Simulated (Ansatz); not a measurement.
ZnH₂SCl₅³⁻ (relaxed from a model of [Zn(H2S)Cl5]3-, whose bonding it doesn't keep). Total charge -3; triplet. Geometry PBE-D4/def2-SVPD, that of the charge -3 singlet.

```xyz
9

Zn    1.254    0.085    0.004
S    -3.072   -0.209   -0.003
H    -1.998   -1.060   -0.316
H    -2.123    0.780    0.305
Cl    3.691    0.246    0.035
Cl    1.262    0.933   -2.511
Cl    1.308   -0.761    2.514
Cl   -0.029   -1.934   -0.665
Cl   -0.292    1.920    0.636
```

A multiply charged anion in the gas phase is held together partly by the finite basis. At PBE-D4/def2-SVP, r2SCAN-D4/def2-SVP, PBE0-D4/def2-SVP the highest occupied level of the charge -3 triplet lies above zero (up to 11.53 eV). By energy differences it is unbound by 9.19 eV (vertical, against the charge -2 doublet, at PBE-D4/def2-SVP) and held by the finite basis. At PBE-D4/def2-SVP, r2SCAN-D4/def2-SVP the gap within one spin of the charge -3 triplet nearly closes, so an electron or hole may be smeared out by delocalisation error. In the triplet geometry the species has come apart into loosely held pieces.

Problem. Estimate the α-spin orbital energies around the gap (eV) in Ansatz with PBE-D4/def2-SVP, r2SCAN-D4/def2-SVP, PBE0-D4/def2-SVP.

Solution. 
| orbital | PBE-D4/def2-SVP | r2SCAN-D4/def2-SVP | PBE0-D4/def2-SVP |
| --- | --- | --- | --- |
| HOMO−5 | 5.96 | 5.43 | 4.39 |
| HOMO−4 | 6.04 | 5.50 | 4.45 |
| HOMO−3 | 6.13 | 5.64 | 4.58 |
| HOMO−2 | 6.25 | 5.76 | 4.76 |
| HOMO−1 | 6.29 | 5.82 | 4.78 |
| HOMO | 11.53 | 11.48 | 10.79 |
| LUMO | 11.97 | 12.05 | 12.89 |
| LUMO+1 | 13.06 | 13.35 | 13.91 |
| LUMO+2 | 13.83 | 14.38 | 14.65 |
| LUMO+3 | 15.71 | 15.82 | 16.58 |
| LUMO+4 | 16.01 | 16.17 | 16.79 |
| LUMO+5 | 16.38 | 16.56 | 17.27 |
| β HOMO | 6.46 | 6.01 | 5.15 |
| β LUMO | 6.43 | 6.06 | 6.39 |
